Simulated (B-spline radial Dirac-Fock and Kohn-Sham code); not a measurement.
## Elastic scattering of 200 keV electrons by the Cr atom

The computed values come from a radial finite-basis atomic code: relativistic (Dirac) partial waves in the static field of the Dirac-Fock atom with Furness-McCarthy exchange, without polarisation or absorption potentials.

| θ (°) | dσ/dΩ (a₀²/sr) | Sherman function |
| --- | --- | --- |
| 0 | 331 | 0.000 |
| 1 | 28.5 | 0.000 |
| 2 | 4.27 | 0.000 |
| 3 | 1.05 | 0.000 |
| 5 | 0.180 | 0.000 |
| 7 | 0.0543 | 0.000 |
| 10 | 0.0142 | 0.000 |
| 15 | 0.00299 | 0.000 |
| 20 | 0.000992 | -0.001 |
| 25 | 0.000422 | -0.002 |
| 30 | 0.000209 | -0.004 |
| 40 | 6.95e-05 | -0.009 |
| 50 | 2.96e-05 | -0.016 |
| 60 | 1.48e-05 | -0.025 |
| 70 | 8.24e-06 | -0.035 |
| 80 | 5.00e-06 | -0.045 |
| 90 | 3.23e-06 | -0.056 |
| 100 | 2.21e-06 | -0.065 |
| 110 | 1.58e-06 | -0.072 |
| 120 | 1.18e-06 | -0.077 |
| 130 | 9.20e-07 | -0.077 |
| 140 | 7.47e-07 | -0.072 |
| 150 | 6.32e-07 | -0.062 |
| 160 | 5.59e-07 | -0.045 |
| 170 | 5.19e-07 | -0.024 |
| 180 | 5.04e-07 | 0.000 |

Question: What integrated cross sections go with this distribution?

Answer: The total elastic cross section is 0.131 a₀², the first transport cross section 0.000170 a₀² and the second, weighted with (3/2) sin²θ, 0.000451 a₀². The mean deflection is ⟨1 − cos θ⟩ = 0.00129, and 0.0067 % of the collisions scatter beyond 90°.
